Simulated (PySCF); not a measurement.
C5H14O2Si, singlet, geometry from GFN2-xTB of the parent state; DF-R2SCAN/3-21G (PySCF).

Input for PySCF:
```python
from pyscf import gto, scf, dft

mol = gto.Mole()
mol.atom = '''
    Si   -0.07034007   -0.46692107    0.40875854
    C    -0.61302602   -1.95038314   -0.74377707
    O    -1.00321190    0.79676918    0.12855976
    C    -2.28898493    1.30687439    0.36180109
    C    -3.12653104    0.46283763    1.29526504
    O     1.45794344   -0.20060105    0.04953381
    C     2.35617708    0.69367005   -0.53632477
    C     3.44830266   -0.03606383   -1.28996880
    H    -0.01774519   -0.97938541    1.77322163
    H    -0.72023187   -1.57524031   -1.75604878
    H    -1.55496523   -2.34817324   -0.38814646
    H     0.15417414   -2.71270128   -0.70155497
    H    -2.15230730    2.31711684    0.76924125
    H    -2.77826170    1.41322442   -0.61508112
    H    -3.29201733   -0.52752380    0.87706454
    H    -4.08968189    0.93967479    1.45101689
    H    -2.63094844    0.35364887    2.25806251
    H     1.81687508    1.39740034   -1.18153583
    H     2.80029083    1.28413498    0.27996857
    H     3.02431077   -0.59883476   -2.11962525
    H     4.16673149    0.67926440   -1.67821299
    H     3.96505903   -0.73666629   -0.63771100
'''
mol.basis = '3-21g'
mol.verbose = 4
mol.build()

mf = dft.RKS(mol)
mf.xc = 'r2scan'
mf = mf.density_fit(auxbasis='def2-universal-jkfit')
mf.kernel()
```

What the program printed (banner, timings and long lists left out):

```
PySCF version 2.14.0

[INPUT] verbose = 4
[INPUT] num. atoms = 22
[INPUT] num. electrons = 74
[INPUT] charge = 0
[INPUT] spin (= nelec alpha-beta = 2S) = 0
[INPUT] symmetry False subgroup None
[INPUT] Mole.unit = angstrom
[INPUT] Symbol           X                Y                Z      unit          X                Y                Z       unit  Magmom
[INPUT]  1 Si    -0.070340070000  -0.466921070000   0.408758540000 AA   -0.132923467883  -0.882352944089   0.772441691677 Bohr   0.0
[INPUT]  2 C     -0.613026020000  -1.950383140000  -0.743777070000 AA   -1.158451285032  -3.685689972569  -1.405534960031 Bohr   0.0
[INPUT]  3 O     -1.003211900000   0.796769180000   0.128559760000 AA   -1.895795735905   1.505675534694   0.242942737040 Bohr   0.0
[INPUT]  4 C     -2.288984930000   1.306874390000   0.361801090000 AA   -4.325554620957   2.469634676308   0.683704971669 Bohr   0.0
[INPUT]  5 C     -3.126531040000   0.462837630000   1.295265040000 AA   -5.908287385552   0.874636360843   2.447696184324 Bohr   0.0
[INPUT]  6 O      1.457943440000  -0.200601050000   0.049533810000 AA    2.755113806706  -0.379081044800   0.093605334806 Bohr   0.0
[INPUT]  7 C      2.356177080000   0.693670050000  -0.536324770000 AA    4.452529382177   1.310846415313  -1.013506929120 Bohr   0.0
[INPUT]  8 C      3.448302660000  -0.036063830000  -1.289968800000 AA    6.516347622009  -0.068150761703  -2.437687741234 Bohr   0.0
[INPUT]  9 H     -0.017745190000  -0.979385410000   1.773221630000 AA   -0.033533549128  -1.850770195295   3.350903238855 Bohr   0.0
[INPUT] 10 H     -0.720231870000  -1.575240310000  -1.756048780000 AA   -1.361040980483  -2.976772766275  -3.318451255577 Bohr   0.0
[INPUT] 11 H     -1.554965230000  -2.348173240000  -0.388146460000 AA   -2.938458417921  -4.437404316633  -0.733490505619 Bohr   0.0
[INPUT] 12 H      0.154174140000  -2.712701280000  -0.701554970000 AA    0.291346900090  -5.126262476957  -1.325746754627 Bohr   0.0
[INPUT] 13 H     -2.152307300000   2.317116840000   0.769241250000 AA   -4.067271332902   4.378716226218   1.453655286218 Bohr   0.0
[INPUT] 14 H     -2.778261700000   1.413224420000  -0.615081120000 AA   -5.250153715369   2.670607106347  -1.162334861191 Bohr   0.0
[INPUT] 15 H     -3.292017330000  -0.527523800000   0.877064540000 AA   -6.221011151022  -0.996875506190   1.657411774168 Bohr   0.0
[INPUT] 16 H     -4.089681890000   0.939674790000   1.451016890000 AA   -7.728378708694   1.775727999258   2.742024524218 Bohr   0.0
[INPUT] 17 H     -2.630948440000   0.353648870000   2.258062510000 AA   -4.971771999452   0.668299508562   4.267119716048 Bohr   0.0
[INPUT] 18 H      1.816875080000   1.397400340000  -1.181535830000 AA    3.433396303747   2.640703928974  -2.232779125061 Bohr   0.0
[INPUT] 19 H      2.800290830000   1.284134980000   0.279968570000 AA    5.291782737831   2.426663419174   0.529063920786 Bohr   0.0
[INPUT] 20 H      3.024310770000  -0.598834760000  -2.119625250000 AA    5.715119070872  -1.131633690270  -4.005511209213 Bohr   0.0
[INPUT] 21 H      4.166731490000   0.679264400000  -1.678212990000 AA    7.873981350701   1.283623682167  -3.171362929787 Bohr   0.0
[INPUT] 22 H      3.965059030000  -0.736666290000  -0.637711000000 AA    7.492875634434  -1.392097533299  -1.205099136623 Bohr   0.0

nuclear repulsion = 490.028492730578
number of shells = 70
number of NR pGTOs = 174
number of NR cGTOs = 104
basis = 3-21g
ecp = {}

******** <class 'pyscf.df.df_jk.DFRKS'> ********
method = DFRKS
initial guess = minao
damping factor = 0
level_shift factor = 0
DIIS = <class 'pyscf.scf.diis.CDIIS'>
diis_start_cycle = 1
diis_space = 8
diis_damp = 0
SCF conv_tol = 1e-09
SCF conv_tol_grad = None
SCF max_cycles = 50
direct_scf = False
XC library pyscf.dft.libxc version 7.1.2
    S. Lehtola, C. Steigemann, M. J. T. Oliveira, and M. A. L. Marques,  SoftwareX 7, 1–5 (2018)
XC functionals = r2scan
    J. W. Furness, A. D. Kaplan, J. Ning, J. P. Perdew, and J. Sun,  J. Phys. Chem. Lett. 11, 8208–8215 (2020)
    J. W. Furness, A. D. Kaplan, J. Ning, J. P. Perdew, and J. Sun,  J. Phys. Chem. Lett. 11, 9248–9248 (2020)
    J. W. Furness, A. D. Kaplan, J. Ning, J. P. Perdew, and J. Sun,  J. Phys. Chem. Lett. 11, 8208–8215 (2020)
    J. W. Furness, A. D. Kaplan, J. Ning, J. P. Perdew, and J. Sun,  J. Phys. Chem. Lett. 11, 9248–9248 (2020)
radial grids:
    Treutler-Ahlrichs [JCP 102, 346 (1995); DOI:10.1063/1.469408] (M4) radial grids

becke partition: Becke, JCP 88, 2547 (1988); DOI:10.1063/1.454033
pruning grids: <function nwchem_prune>
grids dens level: 3
symmetrized grids: False
atomic radii adjust function: <function treutler_atomic_radii_adjust>
small_rho_cutoff = 0
Set gradient conv threshold to 3.16228e-05
Initial guess from minao.
tot grids = 255248
init E= -635.465334082454
  HOMO = -0.330439438217576  LUMO = -0.0142653000210933  gap/eV = 8.60354
cycle= 1 E= -635.088486489319  delta_E= 0.377  |g|= 0.967  |ddm|= 4.15
  HOMO = -0.0688916709274481  LUMO = 0.116778441208879  gap/eV = 5.05234
cycle= 2 E= -634.809102180345  delta_E= 0.279  |g|= 1.53  |ddm|= 2.69
  HOMO = -0.206478566032848  LUMO = 0.0709772569306724  gap/eV = 7.54996
cycle= 3 E= -635.260961755471  delta_E= -0.452  |g|= 0.167  |ddm|= 1.94
  HOMO = -0.204956457589059  LUMO = 0.0770888296842887  gap/eV = 7.67484
cycle= 4 E= -635.267052368169  delta_E= -0.00609  |g|= 0.0492  |ddm|= 0.24
  HOMO = -0.20377543765936  LUMO = 0.0768853595281183  gap/eV = 7.63717
cycle= 5 E= -635.267657281674  delta_E= -0.000605  |g|= 0.00797  |ddm|= 0.0617
  HOMO = -0.204574938311753  LUMO = 0.0764541401922458  gap/eV = 7.64719
cycle= 6 E= -635.267676689812  delta_E= -1.94e-05  |g|= 0.00259  |ddm|= 0.0148
  HOMO = -0.204457174817434  LUMO = 0.0763999359340137  gap/eV = 7.64251
cycle= 7 E= -635.267678253808  delta_E= -1.56e-06  |g|= 0.00068  |ddm|= 0.00331
  HOMO = -0.204484809205096  LUMO = 0.0764317107590839  gap/eV = 7.64413
cycle= 8 E= -635.26767834708  delta_E= -9.33e-08  |g|= 0.000302  |ddm|= 0.00103
  HOMO = -0.20448577614835  LUMO = 0.0764227400984225  gap/eV = 7.64391
cycle= 9 E= -635.267678363998  delta_E= -1.69e-08  |g|= 5.15e-05  |ddm|= 0.000327
  HOMO = -0.204493202361372  LUMO = 0.0764167592207934  gap/eV = 7.64395
cycle= 10 E= -635.267678364641  delta_E= -6.42e-10  |g|= 8.23e-06  |ddm|= 7.1e-05
  HOMO = -0.204491416975499  LUMO = 0.0764183034653465  gap/eV = 7.64394
Extra cycle  E= -635.267678364638  delta_E= 2.73e-12  |g|= 9.81e-06  |ddm|= 2.97e-05
converged SCF energy = -635.267678364638
```
